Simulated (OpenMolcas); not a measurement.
# Ni3+: from RASSCF to RASPT2

```yaml
Program: OpenMolcas
Basis: ANO-RCC-VTZP [6s5p3d2f1g]
Scalar_Hamiltonian: DKH2, point nucleus
Active_space: 7 electrons in 9 orbitals (RAS2 3d 4s; RAS3 4p, at most 2 electrons)
State_averaging: 2S+1 = 4 even, 50 roots; 2S+1 = 6 even, 5 roots kept (CI in the orbitals of an earlier block); 2S+1 = 2 even, 83 roots kept (CI in the orbitals of an earlier block); 2S+1 = 4 odd, 5 roots (0 in the spin-orbit step); 2S+1 = 6 odd, 5 roots kept (CI in the orbitals of an earlier block)
Spin-orbit_coupling: state interaction with AMFI integrals over the reference wave functions, term energies averaged over their components
```

Methods on the same reference wave functions:
A. RASSCF
B. SS-RASPT2, IPEA 0.25 Eh, imaginary shift 0.1 Eh (closed shells correlated: 3s 3p)
C. MS-RASPT2, IPEA 0.25 Eh, imaginary shift 0.1 Eh (closed shells correlated: 3s 3p)

Energies in cm-1 above 3d7 4F 9/2, the measured ground level; measured values from Corliss and Sugar, J. Phys. Chem. Ref. Data 10, 197 (1981).

```csv
Level,A,B,C,Measured
3d7 4F 9/2,0.0,0.0,0.0,0.0
3d7 4F 7/2,1228,1236,1236,1190
3d7 4F 5/2,2125,2130,2130,2042
3d7 4F 3/2,2739,2730,2730,2621
3d7 4P 5/2,23099,18220,18220,18119
3d7 2G 9/2,23328,19770,19770,19830
3d7 4P 3/2,23482,18420,18420,18367
3d7 4P 1/2,24078,19130,19130,18958
3d7 2G 7/2,24512,20950,20950,20948
3d7 2P 3/2,30610,23190,23190,23649
3d7 2H 11/2,31100,27080,27080,26649
3d7 2P 1/2,31870,24180,24180,24651
3d7 2H 9/2,32157,28150,28150,27678
3d7 2D 5/2(1),33375,27090,27090,27096
3d7 2D 3/2(1),35261,28820,28820,28778
3d7 2F 5/2,53411,43390,43390,43438
3d7 2F 7/2,53933,43930,43930,43859
3d7 2D 3/2(2),83082,67860,67860,67360
3d7 2D 5/2(2),83679,68460,68460,67990
3d6 4s 6D 9/2,101800,117390,117390,110411
3d6 4s 6D 7/2,102529,118120,118120,111196
3d6 4s 6D 5/2,103070,118660,118660,111763
3d6 4s 6D 3/2,103446,119030,119030,112152
3d6 4s 6D 1/2,103668,119250,119250,112379
```

Deviations, from unrounded energies. A percentage is the sum of absolute deviations over the sum of measured energies, with the sign that they share, or ± where signs differ.

```
                        Against measurement  Levels      A     B     C
             mean absolute deviation (cm-1)      23   6700  1700  1700
      fine structure of the ground term (%)       3   +4.1  +4.1  +4.1
other terms of the ground configuration (%)      15  +23.0  ±0.7  ±0.7
                   other configurations (%)       5   -7.8  +6.2  +6.2
```

B, C lie about equally close to measurement and A furthest from it. The largest miss of B in the table is 3d6 4s 6D 9/2, by +7000 cm-1. The ranking rests on the paired levels alone, and a cruder setting can come out closer through cancelling errors.

Between B and C no level of the table moves by more than 5 cm-1.

The two smallest mean deviations differ by little beside CASPT2's spread within terms, so their order carries little weight.

From A to B the spin-free energies of the other terms of 3d7 shown, above 4F, scale by factors of 0.74 to 0.87, as is usual when dynamic correlation screens the repulsion within a d or f shell.

The lowest spin-free term lies below A's lowest term by 0.566 hartree in B, 0.566 hartree in C.

CASPT2 breaks the degeneracy within a term, and the mean is taken; among the terms shown or strongly mixed into the levels shown the widest spread is 1700 cm-1 (3d7 4F, C). Some high roots are left out of the spin-orbit mixing, which shifts the levels that they would mix with. Terms from blocks run as CI alone lack orbitals of their own. A single d shell beside an s shell can misplace configurations of different d count against each other. Without dynamic correlation excited terms often stand tens of per cent too high (terms of higher spin than the ground term too low), and those without a measured partner can miss by more than the paired ones (holds for A). Some levels mix across a computed gap that differs much from the measured one, so their mixing is not that of the real levels (holds for A). The CASPT2 spread within a term exceeds the gap to the next term for 3d7 2H and 3d7 2D(1), so the order of their levels is uncertain (holds for B; C). Blocks of more than 70 roots (2S+1 = 2 even) ran without multistate coupling (holds for C). Measured partners are found by configuration, term and J. A level has none where our copy of the source lacks it or the pairing is in doubt (some pairs that miss far off the trend of their configuration count as doubtful), and it then counts in no deviation. Only configurations of the active space appear. The table leaves out levels that lie high or whose names do not pair safely across all columns.

A number in round brackets counts repeated terms of one configuration in the order of the reference energies.
